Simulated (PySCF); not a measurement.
TaOBr2, SMILES [Ta]([Br])([Br])=[O] (connectivity only; charge and spin as stated), neutral, multiplicity 2. Atoms are numbered in the order given.

```xyz
4

Ta     0.0000     0.0000    -0.3743
O      0.0000     0.0000    -2.0897
Br     0.0000    -2.2543     0.6292
Br     0.0000     2.2543     0.6292
```
Charge 0, spin multiplicity 2.

The structure is a stationary point at B3LYP-D3(BJ)/def2-SVP. The spin state was assumed, not searched. The def2 effective core potentials stand for the cores of Ta; spin–orbit coupling is left out.

The numbers are results of PBE0/def2-TZVPD (PySCF), not measurements.

Mulliken values depend strongly on the basis, most of all with diffuse functions as here. ESP charges are fitted to the potential on shells at 1.4 to 2.0 van der Waals radii. Atomic charges (e):

```tsv
atom	ESP fit	Mulliken	Mulliken spin
Ta1	___	1.12	1.19
O2	___	-0.45	-0.07
Br3	___	-0.34	-0.06
Br4	___	-0.34	-0.06
```

Problem. Complete the blanks. (The exact figures need the calculation; the answer reports its results.)

Solution. 
- Ta1, ESP fit: 0.60
- O2, ESP fit: -0.36
- Br3, ESP fit: -0.12
- Br4, ESP fit: -0.12
